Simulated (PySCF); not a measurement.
## Does the structure fit the spectrum?

A compound C8H13FSi gives the data below (simulated from a calculation) and was assigned the structure `CC#C/C(=C\[SiH2]CF)CC`.

13C{1H} NMR (computed): δ 156.0 (C), 115.5 (CH2), 113.7 (C), 84.4 (C), 40.7 (CH), 23.4 (CH3), 13.8 (CH3), 5.7 (CH3).

1H NMR (300 MHz, computed): δ 5.03 (m, 1H), 5.00 (m, 1H), 4.96 (m, 1H), 2.11 (s, 3H), 1.90 (s, 3H), 1.90 (m, 1H), 1.39 (d, 3H).

Method: σ from GIAO-PBE0/pcSseg-1, GFN2-xTB structure, in PySCF (in vacuum, averaged over atoms made equivalent by symmetry, fast rotation or ring inversion, one computed conformer, non-relativistic Hamiltonian).

Chemical shifts δ = σref − σ; 1H (σ = 31.72 ppm) and 13C (σ = 186.93 ppm) against TMS, all at this level.

Q: Compare with the shifts computed for the proposed structure, pairing carbons in order of shift.

A: Mapped SMILES: `[CH3:1][C:2]#[C:3]/[C:4](=[CH:5]\[SiH2:6][CH2:7][F:8])[CH2:9][CH3:10]` (H(Xn): hydrogen on atom n).

```tsv
atom	computed for proposal	given list	difference
C4	157.3	156.0	+1.3
C5	132.0	115.5	+16.5
C2	104.0	113.7	-9.7
C3	86.3	84.4	+1.9
C7	78.8	40.7	+38.1
C9	41.1	23.4	+17.7
C10	17.3	13.8	+3.5
C1	5.7	5.7	+0.0
```

The rms difference is 16.4 ppm and the largest +38.1 ppm at C7 (sp3 CH2 bonded to F and Si). The carbon types in order of shift don't match either: C, CH, C, C, CH2, CH2, CH3, CH3 for the proposal against C, CH2, C, C, CH, CH3, CH3, CH3 in the data. The proposal doesn't fit.

Q: Which isomer fits?

A: SMILES C=C(C)[C@@H](C)[Si@H](F)C#CC.

- Carbon types of the structure: 3 × C, 1 × CH, 1 × CH2, 3 × CH3, leaving 1 H on heteroatoms.
- δC 156.0: fully substituted alkene carbon; as expected for a trigonal carbon in a double bond.
- δC 115.5: terminal =CH2 carbon; as expected for a trigonal carbon in a double bond.
- δC 113.7, 84.4: alkyne carbon.
- δH 1.90: hydrogen on an allylic sp3 CH bonded to Si; allylic position.

Other isomers checked: C/C=C1\[SiH2][C@@H](C2CC2)[C@@H]1F (rms 19.5 ppm).

The data come from this structure; uniqueness wasn't tested.

Splittings by 19F in the carbon and heteronuclear signals aren't shown, as no couplings were computed. Shifts are as computed. Against solution values, carbons near 30 ppm lie about +3 ppm off and those near 130 ppm about +5 ppm. Of 1309 compounds with measured shifts, 239 miss one by over three times the rms of a fit or turn the order of signals round; such compounds aren't used in these exercises. No couplings were computed; multiplicities are counted from neighbouring protons, with m where these are inequivalent, close in shift, in a saturated or five-membered ring or joined by F or P, and br s for small geminal =CH2 splittings.
